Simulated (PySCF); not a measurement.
Input file for PySCF: R-B3LYP/3-21G on H2N2S (a complex).

```python
from pyscf import gto, scf, dft, mp
from pyscf.data.elements import chemcore

mol = gto.M(
    atom='''
    N     0.40772971   -0.85728750   -0.59430610
    N     0.18693513    0.07186987   -0.06743402
    S    -0.36782190    0.44285444    3.66211027
    H    -0.41587262    1.04363230    2.46287478
    H     0.95794682    0.62679201    3.76706892
    ''',
    basis='3-21g',
    charge=0, spin=0, verbose=3, max_memory=1800)
mf = dft.RKS(mol, xc='b3lyp')
mf.conv_tol = 1e-8
mf.max_cycle = 100
mf.kernel()
if not mf.converged:
    mf = mf.newton().run(mf.mo_coeff, mf.mo_occ)
```

Problem. Predict the final total energy.

Solution. -506.3057 hartree.
